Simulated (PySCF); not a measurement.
A species of formula C7H6N2O has this rotational fingerprint, computed with PBE0/def2-SVPD in PySCF (dipole) on a GFN2-xTB geometry, gas phase:

| Property | Result |
| --- | --- |
| Rotational constants | A = 1941, B = 1191, C = 783.3 MHz |
| Dipole components | \|μa\| = 5.17 D, \|μb\| = 1.65 D, \|μc\| = 0.00 D |
| Inertial defect | -39.51 u·Å² |
| κ | -0.30 |

Problem. Which candidate fits, each taken in the one conformer that was computed?
A. `Nc1cc2ccncc2o1`
B. `[cH:1]1[cH:2][cH:3][n:4](-[c:5]2[n:6][cH:7][cH:8][o:9]2)[cH:10]1` with C3–N4–C5–N6 0°
C. `[N:1]#[C:2][c:3]1[n:4][o:5][cH:6][c:7]1[CH:8]1[CH2:9][CH2:10]1` with C6–C7–C8–C9 -36°

Solution. C. It is N#Cc1nocc1C1CC1, an asymmetric top, point group Cs. The candidates at the same level (rigid rotor, commonest isotopes):

```json
{"SMILES": "N#Cc1nocc1C1CC1", "A (MHz)": "1941", "B (MHz)": "1191", "C (MHz)": "783.3", "μa (D)": "5.17", "μb (D)": "1.65", "μc (D)": "0.00", "Δ (u·Å²)": "-39.51", "point group": "Cs", "rotor": "asymmetric top"}
{"SMILES": "c1ccn(-c2ncco2)c1", "A (MHz)": "4754", "B (MHz)": "943.8", "C (MHz)": "787.5", "μa (D)": "1.04", "μb (D)": "1.20", "μc (D)": "0.00", "Δ (u·Å²)": "0.00", "point group": "Cs", "rotor": "near-prolate asymmetric top"}
{"SMILES": "Nc1cc2ccncc2o1", "A (MHz)": "4028", "B (MHz)": "1035", "C (MHz)": "823.6", "μa (D)": "4.68", "μb (D)": "1.47", "μc (D)": "0.82", "Δ (u·Å²)": "-0.34", "point group": "near Cs", "rotor": "asymmetric top"}
```

`Nc1cc2ccncc2o1` has A 107 % too high; `c1ccn(-c2ncco2)c1` has A 145 % too high. In the right answer the mirror of this Cs structure is the ab plane, so μc vanishes by symmetry (the 0.01 D computed is a residue). No structure here is proved a minimum.
